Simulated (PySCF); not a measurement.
**Worked example: oscillator strength and radiative lifetime**

SiF2ClBr, SMILES [Si](F)(Cl)(Br)F.

Geometry: PBE0-D3(BJ)/def2-SVP. This is a generated structure with no PubChem entry under its InChIKey; it may be hypothetical.

TDA-B3LYP/def2-SVPD (PySCF 2.14.0) puts the first singlet state with f over 0.02 at 6.91 eV (vertical), with the transition dipole (-0.275, 0.366, 0.000) in atomic units.

Problem. Find the oscillator strength, the wavelength and the radiative lifetime that this transition would have in vacuum if emission retraced absorption.

Solution. 
|μ|² = 0.2096 au, so |μ| = 1.16 D. ΔE = 6.91/27.211 = 0.2539 hartree. f = (2/3) ΔE |μ|² = 0.035 (the program prints 0.035).
λ = 1239.84/6.91 = 179 nm; ν = 55733 cm⁻¹.
Einstein's coefficient A = 0.6670 ν² f s⁻¹ (ν in cm⁻¹) = 7.4e7 s⁻¹, so τ = 1/A = 14 ns. This state is S1. The figure is the radiative limit of this one transition; relaxation, internal conversion, crossing to triplets and a medium change what is measured.
